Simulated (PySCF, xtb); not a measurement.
H10N2Si3, SMILES N[SiH2]N[SiH2][SiH3]. Other conformers were not sampled.

Harmonic wavenumbers (cm⁻¹) from GFN2-xTB run with xtb at its own minimum, in rising order: 26, 31, 48, 88, 156, 169, 222, 303, 378, 437, 461, 476, 482, 506, 577, 630, 695, 712, 746, 769, 794, 815, 819, 831, 845, 900, 968, 1199, 1531, 2115, 2184, 2200, 2216, 2236, 2236, 2293, 3462, 3485, 3521.

Q: What does PBE0-D3(BJ)/def2-SVP run with PySCF 2.14.0 give at its own minimum? (The exact figures need the calculation; the answer reports its results.)

A: 27, 48, 95, 137, 180, 204, 303, 357, 364, 424, 466, 510, 581, 590, 686, 708, 797, 812, 853, 879, 888, 928, 932, 940, 958, 964, 975, 1199, 1538, 2185, 2204, 2208, 2216, 2217, 2223, 2235, 3602, 3618, 3722. Paired by order, the mean absolute difference is 63 cm⁻¹ and the zero-point energies are 60.8 and 64.0 kcal/mol.
